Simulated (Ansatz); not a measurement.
Species: CH8OSi3, SMILES `O=C[SiH2][SiH2][SiH3]` (O–C–Si–Si torsion -16°, C–Si–Si–Si torsion 40°) (charge 0, multiplicity 1), formula CH$_{8}$OSi$_{3}$.

Problem. How many basis functions does frozen-core CCSD(T)/cc-pVTZ // CAM-B3LYP-D3(BJ)/def2-TZVP run with Ansatz (a first-principles code) use, how many core orbitals are frozen, and how many electrons are correlated?

Solution. 274 basis functions and 17 frozen orbitals, which leaves 30 correlated electrons. Core time is of the order of minutes.
